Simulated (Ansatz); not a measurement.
`C[O][Ga]([Cl])[Cl]` + H–F → `[F][Ga]([Cl])[Cl]` + CH₃OH at 600 K and 1 bar (ligand exchange at a Ga–O bond).

Gas-phase electronic energies from Ansatz, PBE0-D4/def2-TZVP geometries. CBS: MP2 limit from def2 TZ/QZ plus the TZ coupled-cluster correction, frozen cores. This one scheme is used for every species. For Ga outer-core shells are correlated without core-valence functions, which leaves a few kJ/mol of doubt a bond. Scalar relativity is left out up to krypton. Each species was taken in one conformer, which may not be the lowest.

| species | CCSD(T)/CBS energy (Eh) | H − E (kJ/mol) | S (J/(mol·K)) |
| --- | --- | --- | --- |
| `C[O][Ga]([Cl])[Cl]` | -2958.65291 | 174.2 | 459.0 |
| H–F | -100.39570 | 42.3 | 194.0 |
| `[F][Ga]([Cl])[Cl]` | -2943.43698 | 52.2 | 377.3 |
| CH₃OH | -115.61712 | 163.6 | 277.3 |

H − E and S are ideal-gas, rigid-rotor, harmonic terms from PBE0-D4/def2-TZVP, for one conformer and one mirror image of each species. 1 Eh = 2625.50 kJ/mol, R = 8.31446 J/(mol·K).

Question: By hand: ΔE, ΔH, ΔS and ΔG.

Answer: ΔE = (-2943.43698) + (-115.61712) − (-2958.65291) − (-100.39570) = -0.00549 Eh = -14.4 kJ/mol. Δ(H − E) = 52.2 + 163.6 − 174.2 − 42.3 = -0.7, so ΔH = -15.1 kJ/mol. ΔS = 377.3 + 277.3 − 459.0 − 194.0 = 1.6 J/(mol·K). ΔG = -15.1 − 600 × (1.6)/1000 = -16.1 kJ/mol.

Question: By hand: the equilibrium constant, and the temperature at which ΔG would vanish if ΔH and ΔS stayed fixed.

Answer: log₁₀ K = −ΔG/(RT ln 10) = 1.4. ΔH and −TΔS have one sign here, so there is no such temperature. One of them is within its doubt of zero, so this could turn.

The number of gas molecules stays the same, so ΔS is small and ΔH decides. A doubt of 5 kJ/mol in ΔE shifts log₁₀ K by 0.4 here. Other conformers and mirror images would add mixing entropy, several J/(mol·K) or more a flexible species. These are equilibria of isolated gas molecules and say nothing of rates. Largest T1 diagnostic: 0.013 (customary marks: 0.02 for closed shells, 0.045 for open ones).
